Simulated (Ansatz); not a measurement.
I4Ti, SMILES `[I][Ti]([I])([I])[I]`, relaxed with RKS PBE-D4/def2-SVP in the Gaussian-basis code of Ansatz from a rough embedded geometry. The force threshold is 0.03 eV/Å; the program also tests the step.

Charge 0, multiplicity 1. I: def2 effective core potential.

Start:

```xyz
5

I     2.129   -1.589   -0.574
Ti    0.020    0.007   -0.008
I    -1.707   -1.388    1.511
I     0.778    2.166    1.364
I    -1.221    0.804   -2.293
```

Question: How much energy does the relaxation release, and in how many steps? (Estimate.)

Answer: Computed: 10.23 kcal/mol, in 3 steps.

Question: Which bonds change most? (Estimate.)

Answer: Ansatz gave: Ti2–I5 from 2.719 to 2.546 Å; I1–Ti2 from 2.705 to 2.546 Å; Ti2–I3 from 2.690 to 2.546 Å; Ti2–I4 from 2.668 to 2.546 Å.

Question: Give the relaxed structure. (An estimate is asked.)

Answer: Computed: 
```xyz
5

I     2.011   -1.460   -0.554
Ti    0.000    0.000    0.000
I    -1.648   -1.323    1.421
I     0.777    2.053    1.290
I    -1.140    0.730   -2.157
```
